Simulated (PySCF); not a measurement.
C2H11AlS2Si.
Z-matrix (Å and degrees, PBE0-D3(BJ)/def2-SVP geometry), rows numbered from 1:
```
C 
S   1  1.8045
C   2  1.8060  1  100.77
Al  2  2.4579  1  102.53  3   103.49
S   4  2.2527  2   99.71  1   -50.27
Si  5  2.1366  4   99.10  2   104.37
H   1  1.0996  2  109.32  3   -54.70
H   1  1.0982  2  109.49  3    67.73
H   1  1.0981  2  107.01  3  -173.37
H   3  1.0984  2  109.38  1   -66.32
H   3  1.1000  2  109.79  1    55.96
H   3  1.0981  2  106.90  1   175.05
H   4  1.5928  2   97.69  1  -166.45
H   4  1.5962  2  100.36  1    66.55
H   6  1.4983  5  112.09  4   -60.66
H   6  1.4934  5  112.20  4    61.00
H   6  1.4937  5  107.54  4  -179.28
```

The calculation used PySCF 2.14.0, delta-SCF UKS SCAN, pcX-2 on the ionised atom, pcseg-1 elsewhere, spin-free X2C. Vertical ΔSCF values, vacuum level as zero.

Some binding energies are withheld.

```csv
atom(s),bonded to,level,binding energy (eV)
C1/C3,S and 3 H,C 1s,?
Al4,2 S and 2 H,Al 1s,1565.99
Si6,S and 3 H,Si 1s,?
Si6,S and 3 H,Si 2p3/2,106.76
S2,2 C and Al,S 1s,?
S5,Si and Al,S 1s,2475.52
S5,Si and Al,S 2p3/2,167.74
```

(1) Fill in S 1s for S2.

(2) What is the C 1s binding energy of C1/C3?

(3) What is the Si 1s binding energy of Si6?

Answers

(1) 2478.41 eV (sulfur bonded to Al and 2 C). The other listed S 1s value is that of S5; the shift against it is +2.89 eV.

(2) 291.93 eV (S-methyl carbon).

(3) 1846.60 eV (SiH3 silicon).

Lowest listed S 1s: S5, bonded to Si and Al. Highest, 2.89 eV above it: S2, bonded to 2 C and Al. Summing the Pauling electronegativity differences to the bonded atoms, each weighted by its formal bond order, gives -1.65 for the lowest site and -1.03 for the highest.

**Question.** Which photon energy gives electrons from Al 1s of Al4 a kinetic energy of 150 eV, and what is their de Broglie wavelength?

**Answer.** hν = 1565.99 + 150 = 1715.99 eV, recoil neglected; λ = 12.264 Å/√(E/eV) = 1.00 Å.

Topologically equivalent atoms share the value of their first member; where this conformer doesn't relate them by symmetry, their own values could differ. The list is incomplete; no value stands for S 2p of S2. For 2p shells one spin-free hole was relaxed; a mean-field spin–orbit operator and the ground-state splitting of the three 2p orbitals were then diagonalised within the shell. The shell's mean is (2 × 2p3/2 + 2p1/2)/3, and the degeneracies 2j + 1 give areas of 2:1. 2p1/2 minus 2p3/2 (ligand field included): Si 0.62 eV, S 1.23 eV. One conformer (not necessarily the lowest) at the PBE0-D3(BJ)/def2-SVP geometry, without solvent, vibrations or thermal averaging.
